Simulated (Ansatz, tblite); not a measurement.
Forces on K2Na2 at its PBE/def2-TZVP geometry. Charge 0, multiplicity 1.

The xTB rows come from tblite. The restricted singlet is unstable towards broken spin symmetry in Hartree–Fock (as tested in another run); at PBE/def2-TZVP this wasn't settled. Another isomer (singlet) lies 0.11 eV lower at PBE0/def2-TZVP; other spin states weren't run for this one.

GFN1-xTB (tblite), largest force 0.32 eV/Å:

```xyz
4
positions Å, forces eV/Å
Na   -1.196    0.906    0.743    0.232   -0.094    0.019
Na    1.182   -0.893   -0.736   -0.230    0.092   -0.019
K     0.859    1.471    3.694   -0.119   -0.089   -0.282
K    -0.845   -1.484   -3.702    0.116    0.091    0.283
```

GFN2-xTB (tblite), largest force 0.46 eV/Å:

```
Na 0.296 0.045 0.352
Na -0.294 -0.048 -0.355
K -0.227 -0.014 -0.229
K 0.225 0.017 0.232
```

PBE/def2-TZVP (Ansatz), largest force 0.00 eV/Å:

```
Na -0.001 0.001 0.002
Na 0.001 -0.002 -0.003
K -0.001 0.001 0.001
K 0.000 0.000 -0.001
```
